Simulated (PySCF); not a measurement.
C2H4BClS2.
Numbering: `[Cl:1][B:2]1[S:3][CH2:4][CH2:5][S:6]1` (hydrogens: H7, H8 on C4; H9, H10 on C5)

The calculation used PBE0-D3(BJ)/def2-SVP geometry optimisation, gas phase in PySCF 2.14.0.

List the bond lengths, angles and torsions at this level.

```
                  bond  length (pm)   order
                Cl1–B2        175.2  single
          B2–S3, B2–S6        179.8  single
          S3–C4, C5–S6        183.0  single
                 C4–C5        151.4  single
C4–H7 and 3 like bonds        110.1  single
```

Bonds in one row agree within 1 pm and their mean is given. Orders are formal, as drawn. A selection of angles:
```
    angle  degrees
Cl1–B2–S3    122.1
 S3–B2–S6    115.9
 B2–S3–C4     94.2
 S3–C4–C5    109.6
 S3–C4–H7    107.9
 C5–C4–H7    111.2
 H7–C4–H8    108.5
```

Torsions: Cl1–B2–S3–C4 170° (antiperiplanar); B2–S3–C4–C5 33° (synclinal); S3–C4–C5–S6 -45° (synclinal); C4–C5–S6–B2 33° (synclinal); Cl1–B2–S6–C5 169° (antiperiplanar). The mirror-image conformer, all signs reversed, is as good.

B2 (three-coordinate boron) is planar (angles 122.1°, 122.0° and 115.9°, sum 360.0°, 0.00 Å off the plane of its three neighbours). The 5-membered ring B2–S3–C4–C5–S6 has internal angles of 94.0° to 115.9° (sum 523°, against 540° for a flat polygon); it is puckered, 0.19 Å rms from its mean plane, widest ring torsion 45°.

Point group: C2 (every atom within 0.08 Å of its image). Whether it is a minimum is left open (no frequencies). One conformer, not necessarily the lowest.
